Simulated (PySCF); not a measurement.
# Structure from 2D NMR

Compound of formula C9H7F3. Correlations simulated from computed shifts and the bond graph:

HSQC (one-bond C–H):
```csv
δH,δC
7.83,133.2
7.73,134.2
7.70,135.0
6.35,127.4
6.11,127.4
```

COSY cross peaks (H two or three bonds apart, from the bond graph; peaks can be absent where the dihedral angle is near 90°):
```csv
δH,δH
7.83,7.73
7.73,7.70
6.35,6.11
```

HMBC (two and three bonds, from the bond graph):
```csv
δH,δC
7.83,"150.4, 139.8, 135.0, 134.2, 133.2"
7.73,"139.8, 135.0, 134.2, 133.2"
7.70,"134.2, 133.2"
6.35,"150.4, 139.8, 133.2"
6.11,"150.4, 139.8, 133.2"
```

Carbons without hydrogens: δ 150.4, 139.8, 133.2.

PySCF calculation with NMR shieldings at PBE0/pcSseg-1/GIAO and GFN2-xTB structure; no solvent model, non-relativistic Hamiltonian, one computed conformer, equivalent nuclei averaged.

Referencing at the same level of theory: 1H and 13C vs TMS.

Exchangeable hydrogens are left out of these lists.

Problem. Work out the connectivity.

Solution. `C=C(c1ccccc1)C(F)(F)F`.

Numbering as in the mapped SMILES `[CH2:1]=[C:2]([c:3]1[cH:4][cH:5][cH:6][cH:7][cH:8]1)[C:9]([F:10])([F:11])[F:12]` (H(Xn): hydrogen on atom n). Ha(C1) is cis to C3; Hb(C1) is trans to C3.

δC 150.4 is C2, a fully substituted alkene carbon. δC 139.8 is C3, a substituted aromatic carbon. δC 135.0 is C6, an aromatic CH (δH 7.70). δC 134.2 is C5/C7, an aromatic CH (δH 7.73). δC 133.2 is C9, a CF3 carbon. δC 133.2 is C4/C8, an aromatic CH (δH 7.83). δC 127.4 is C1, a terminal =CH2 carbon (δH 6.35, 6.11). HMBC from δH 7.83 reaches the proton-free carbons C2, C3. HMBC from δH 7.73 reaches the proton-free carbon C3. HMBC from δH 6.35 reaches the proton-free carbons C2, C3, C9. HMBC from δH 6.11 reaches the proton-free carbons C2, C3, C9. COSY links 7.83–7.73, 7.73–7.70, 6.35–6.11.

The shifts were computed for this structure.

Shifts are as computed. Against solution values, carbons near 30 ppm lie about +3 ppm off and those near 130 ppm about +5 ppm. Of 1211 compounds with measured shifts, 218 miss one by over three times the rms of a fit or turn the order of signals round; such compounds aren't used in these exercises.
